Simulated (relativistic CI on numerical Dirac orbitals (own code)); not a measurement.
One change at a time: Dy

Base calculation: Dirac-Coulomb-Breit CI, orbitals from a KLI potential per configuration, QED by a radiative potential, valence Slater integrals scaled by 0.85, P86 correlation energy added to each configuration.

Configuration list (outside the closed core [Xe]): 4f10.6s2, 4f9.6s2.5d, 4f10.6s.6p, 4f9.6s2.6p, 4f10.6s.5d, 4f10.6s.7p, 4f11.6g, 4f11.6s, 4f12. Double excitations out of closed p, d and f shells are left out; levels of such configurations are missing from the list, as are those of other unlisted configurations, and high levels can miss mixing partners.

Variants: (1) no correlation estimate; (2) valence Slater integrals scaled by 0.75; (3) QED terms removed. Shifts of the energy above 4f9.6s2.5d 7H°_8, in cm⁻¹, for the lowest level and the first level of each name with at least 55 % of one term (blank where a level changes its place among those of its configuration and J or its character, or is not in the variant):

```csv
Level,Base,Δ(1),Δ(2),Δ(3)
4f9.6s2.5d 7H°_8,0.0,0.0,0.0,0.0
4f9.6s2.5d 7H°_7,950.9,0.0,-96.1,-0.5
4f9.6s2.5d 7I°_9,1869.5,-0.2,-197.4,-1.3
4f9.6s2.5d 7I°_8,4269.2,+1.9,-258.1,-10.1
4f9.6s2.5d 7F°_6,4417.6,-0.1,-272.5,-8.4
4f9.6s2.5d 7G°_7,4631.1,0.0,-263.8,-10.8
4f9.6s2.5d 7H°_5,4804.5,0.0,-64.0,-19.5
4f9.6s2.5d 7K°_10,4855.4,-0.4,-534.7,-2.1
4f9.6s2.5d 7H°_4,6473.0,-0.1,-57.2,-27.4
4f9.6s2.5d 5I°_8,7476.0,+12.4,-606.8,-8.0
4f9.6s2.5d 7H°_3,7807.4,-0.1,-62.0,-33.4
4f9.6s2.5d 5H°_7,8543.4,+16.8,-796.7,-5.0
4f9.6s2.5d 7K°_8,8623.6,-0.1,-531.2,-18.7
4f9.6s2.5d 7H°_2,8858.6,0.0,-49.0,-38.4
4f9.6s2.5d 7I°_5,8896.9,+0.1,-279.0,-30.0
4f9.6s2.5d 5G°_6,9109.3,+6.2,,-8.5
4f9.6s2.5d 7P°_4,9418.3,-0.3,,-9.5
4f9.6s2.5d 7I°_4,10026.9,0.0,-276.4,-35.0
4f10.6s2 5I_8,10090.9,+2582.9,-2007.7,+139.9
4f9.6s2.5d 7K°_7,10283.1,+0.9,-588.3,-24.4
4f9.6s2.5d 7I°_3,10735.7,-0.1,-348.4,-35.1
4f9.6s2.5d 7K°_6,11557.3,+0.2,-725.2,-24.4
```

For a near-neutral ion this model can misplace configurations by up to about 10,000 cm⁻¹ (more where the count of f electrons changes) and terms by 10 to 25 % of their spread. Rates follow the energies as ν³ (E1, M1) or ν⁵ (E2), so they and the lifetimes can be off by large factors. The fine structure of a lone outer electron comes out too small, for d and f at times inverted, and misplaced configurations move strength between like terms. 15 of the 18 excited levels that our extract of the measured tables holds in this range could be paired (the sources list more); they are missed by 13023 cm⁻¹ on average and 18212 at most, and levels without a partner can miss by more. Some levels of the ground configuration have no partner and can miss by 10 % or more. The computed lowest level isn't the tabulated ground level, which NIST ASD gives as 4f10 6s2 5I8.

Ionisation energy from the two ground configurations alone: base 5.475 eV; no correlation estimate 4.759 eV; valence Slater integrals scaled by 0.75 5.486 eV; QED terms removed 5.479 eV. The NIST ASD value (measured) is 5.93906 eV. The gap of more than 2 % comes from missing correlation.

LS names give the leading component of a level, which can be under half, so a name can repeat, a term be missing and a line seem to break the LS rules.
